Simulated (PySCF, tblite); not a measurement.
Compound: C8H9N.
SMILES with atom numbers: `[H]/[N:8]=[CH:7]\[c:6]1[cH:5][cH:4][cH:3][c:2]([CH3:1])[cH:9]1` (hydrogens: H10, H11, H12 on C1; H13 on C3; H14 on C4; H15 on C5; H16 on C7; H17 on N8; H18 on C9)

Computed with GFN2-xTB (tblite), gas phase: Langevin dynamics at 600 K from the optimised GFN2-xTB geometry, time step 0.5 fs, friction 0.01 fs⁻¹, 2000 steps. Over the second half of the run the saved frames average 551 K.

Frame at 250 fs, instantaneous temperature 481 K:
```
atom  x, y, z in Å
C1     -2.333   -1.042    1.439
C2     -1.308   -0.542    0.495
C3     -1.468    0.572   -0.290
C4     -0.479    1.157   -0.963
C5      0.760    0.544   -0.952
C6      0.996   -0.630   -0.199
C7      2.340   -1.253    0.075
N8      3.470   -0.792   -0.299
C9     -0.050   -1.205    0.479
H10    -3.439   -0.774    1.142
H11    -2.373   -2.207    1.476
H12    -2.159   -0.876    2.582
H13    -2.380    1.039   -0.521
H14    -0.555    2.064   -1.542
H15     1.631    0.931   -1.624
H16     2.380   -2.087    0.763
H17     3.542   -0.070   -0.862
H18     0.053   -2.112    1.089
```

Frame at 425 fs, instantaneous temperature 458 K:
```
atom  x, y, z in Å
C1     -2.191   -1.083    1.262
C2     -0.908   -0.602    0.645
C3     -0.909    0.197   -0.503
C4      0.336    0.534   -1.031
C5      1.585    0.137   -0.497
C6      1.571   -0.823    0.429
C7      2.685   -1.624    0.802
N8      3.660   -2.028    0.063
C9      0.341   -1.064    1.086
H10    -2.828   -0.204    1.560
H11    -2.725   -1.651    0.450
H12    -1.952   -1.691    2.077
H13    -1.834    0.739   -1.074
H14     0.234    1.227   -1.948
H15     2.498    0.557   -0.974
H16     2.847   -1.823    1.890
H17     3.524   -1.887   -0.908
H18     0.239   -1.791    1.974
```

Frame at 625 fs, instantaneous temperature 477 K:
```
atom  x, y, z in Å
C1     -2.471   -0.242    1.210
C2     -1.108   -0.297    0.534
C3     -0.845    0.358   -0.642
C4      0.359    0.258   -1.273
C5      1.435   -0.297   -0.571
C6      1.259   -0.982    0.703
C7      2.319   -1.578    1.514
N8      3.494   -1.819    1.216
C9     -0.049   -0.840    1.250
H10    -2.700   -1.087    1.912
H11    -2.576    0.598    1.993
H12    -3.248   -0.199    0.550
H13    -1.624    1.001   -1.251
H14     0.527    0.722   -2.194
H15     2.465   -0.069   -0.840
H16     2.041   -1.837    2.489
H17     3.754   -1.149    0.383
H18    -0.311   -1.493    2.214
```

Frame at 800 fs, instantaneous temperature 466 K:
```
atom  x, y, z in Å
C1     -2.369   -0.395    1.214
C2     -1.004   -0.308    0.611
C3     -0.902    0.286   -0.637
C4      0.340    0.133   -1.287
C5      1.419   -0.438   -0.647
C6      1.304   -1.012    0.653
C7      2.428   -1.843    1.149
N8      3.565   -1.423    1.427
C9      0.070   -0.922    1.183
H10    -3.101   -0.578    0.393
H11    -2.339   -1.312    1.919
H12    -2.758    0.512    1.777
H13    -1.721    0.762   -1.151
H14     0.416    0.531   -2.226
H15     2.309   -0.494   -1.237
H16     2.200   -2.908    1.253
H17     3.658   -0.347    1.177
H18    -0.135   -1.339    2.188
```

Frame at 1000 fs, instantaneous temperature 788 K:
```
atom  x, y, z in Å
C1     -2.191   -0.175    1.121
C2     -0.786    0.069    0.559
C3     -0.321    0.807   -0.552
C4      0.961    0.541   -1.051
C5      1.752   -0.369   -0.478
C6      1.343   -1.263    0.509
C7      1.956   -2.574    0.800
N8      3.148   -2.747    1.067
C9      0.068   -0.955    1.091
H10    -2.600   -1.115    0.606
H11    -1.875   -0.385    2.189
H12    -2.940    0.668    1.087
H13    -0.972    1.522   -0.881
H14     1.304    1.210   -1.886
H15     2.681   -0.741   -0.866
H16     1.176   -3.331    0.892
H17     3.744   -1.882    1.077
H18    -0.123   -1.400    2.064
```

**Question.** What do single points at PBE0/pcSseg-1 (PySCF, gas phase) give on these frames?

**Answer.** 
```tsv
t (fs)	GFN2-xTB E above start (eV)	DFT E above lowest frame (eV)	HOMO (eV)	LUMO (eV)	dipole (D)
250	1.28	0.46	-7.06	-1.34	2.83
425	1.17	0.29	-7.22	-1.43	3.16
625	1.44	0.62	-7.07	-1.59	3.37
800	0.82	0.00	-7.10	-0.95	2.93
1000	1.50	0.76	-7.05	-1.34	2.48
```

Both levels order the frames alike by energy; measured from each level's lowest frame they differ by 0.08 eV at most. The HOMO–LUMO gap runs from 5.48 to 6.15 eV. These are instantaneous structures, not minima.

**Question.** And the isotropic GIAO shieldings (ppm) from the same runs?

**Answer.** 
```csv
atom,250 fs,425 fs,625 fs,800 fs,1000 fs,mean,range
C1,153.5,158.8,161.4,151.3,150.2,155.0,11.2
C2,45.2,37.4,48.6,46.9,28.7,41.4,19.9
C3,62.2,38.0,48.4,45.1,55.0,49.7,24.2
C4,55.2,39.3,52.7,48.0,60.9,51.2,21.6
C5,54.5,63.2,50.7,54.4,66.1,57.8,15.4
C6,45.1,50.2,38.2,41.9,28.7,40.8,21.5
C7,10.0,4.0,16.9,12.2,14.9,11.6,12.9
N8,-96.4,-123.5,-74.4,-111.9,-103.0,-101.8,49.1
C9,41.5,48.3,34.6,62.3,34.1,44.2,28.2
H10,27.4,28.0,28.7,28.2,27.3,27.9,1.4
H11,27.2,28.0,27.7,27.9,27.0,27.6,1.0
H12,27.0,30.3,30.9,27.5,28.0,28.7,3.9
H13,24.8,22.1,22.9,23.8,24.8,23.7,2.7
H14,23.9,23.2,24.4,24.8,23.6,24.0,1.6
H15,23.2,23.9,23.6,24.6,24.8,24.0,1.6
H16,23.0,22.1,23.7,22.6,22.5,22.8,1.6
```

What follows is the cost of the whole dynamics run. Hardware: one thread of an Arm Neoverse V2, shared host with 96 logical CPUs at a one-minute load of 52. Cost: 11 s wall, 0.18 GiB resident at most.
